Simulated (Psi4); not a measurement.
Intermolecular potential of HBr ··· H4Ge (SMILES Br and [GeH4]). Monomers: optimised at B3LYP-D3(BJ) (def2-TZVP), held rigid. Orientation: a higher rigid-body minimum at GFN2-xTB. R is the distance of the centres of mass, along which the second monomer moves.

Geometry at R = 3.52 Å (first 2 atoms: monomer A):
```
7

Br     0.7124     0.0000     0.0000
H     -0.7124     0.0000     0.0000
Ge     2.8327    -1.4562    -2.3924
H      2.3545    -0.0981    -2.9269
H      3.5549    -1.2535    -1.0522
H      3.7981    -2.0929    -3.4030
H      1.6232    -2.3804    -2.1875
```

- PBE/def2-TZVP, counterpoise-corrected (Psi4)
- PBE-D3(BJ)/def2-TZVP, counterpoise-corrected (Psi4)
- B3LYP-D3(BJ)/def2-TZVP, counterpoise-corrected (Psi4)
- SAPT0/jun-cc-pVDZ, frozen core (Psi4)

Interaction energies in kcal/mol; the last columns give the difference from SAPT0:

| R / Å | PBE/def2-TZVP | PBE-D3(BJ)/def2-TZVP | B3LYP-D3(BJ)/def2-TZVP | SAPT0/jun-cc-pVDZ | PBE/def2-TZVP − SAPT0/jun-cc-pVDZ | PBE-D3(BJ)/def2-TZVP − SAPT0/jun-cc-pVDZ | B3LYP-D3(BJ)/def2-TZVP − SAPT0/jun-cc-pVDZ |
|---|---|---|---|---|---|---|---|
| 2.90 | 10.90 | 9.50 | 10.92 | 12.39 | -1.48 | -2.89 | -1.46 |
| 3.16 | 4.41 | 3.14 | 3.72 | 5.06 | -0.65 | -1.92 | -1.34 |
| 3.29 | 2.67 | 1.46 | 1.79 | 3.05 | -0.38 | -1.58 | -1.26 |
| 3.52 | 0.92 | -0.15 | -0.07 | 1.01 | -0.09 | -1.16 | -1.08 |
| 3.71 | 0.23 | -0.73 | -0.72 | 0.20 | 0.02 | -0.93 | -0.92 |
| 3.95 | -0.16 | -0.96 | -0.96 | -0.24 | 0.08 | -0.72 | -0.72 |
| 4.23 | -0.28 | -0.91 | -0.88 | -0.37 | 0.09 | -0.55 | -0.51 |
| 4.56 | -0.25 | -0.72 | -0.65 | -0.33 | 0.07 | -0.39 | -0.32 |
| 5.05 | -0.15 | -0.44 | -0.36 | -0.21 | 0.06 | -0.23 | -0.15 |
| 5.75 | -0.06 | -0.19 | -0.16 | -0.10 | 0.05 | -0.09 | -0.06 |
| 6.71 | -0.01 | -0.06 | -0.07 | -0.04 | 0.03 | -0.02 | -0.03 |
| 7.99 | 0.00 | -0.02 | -0.03 | -0.02 | 0.01 | -0.01 | -0.01 |

PBE/def2-TZVP is furthest from SAPT0/jun-cc-pVDZ at 2.90 (-1.48 kcal/mol, below); its mean absolute difference over the points is 0.25 kcal/mol.

PBE-D3(BJ)/def2-TZVP is furthest from SAPT0/jun-cc-pVDZ at 2.90 (-2.89 kcal/mol, below); its mean absolute difference over the points is 0.87 kcal/mol.

B3LYP-D3(BJ)/def2-TZVP is furthest from SAPT0/jun-cc-pVDZ at 2.90 (-1.46 kcal/mol, below); its mean absolute difference over the points is 0.66 kcal/mol.
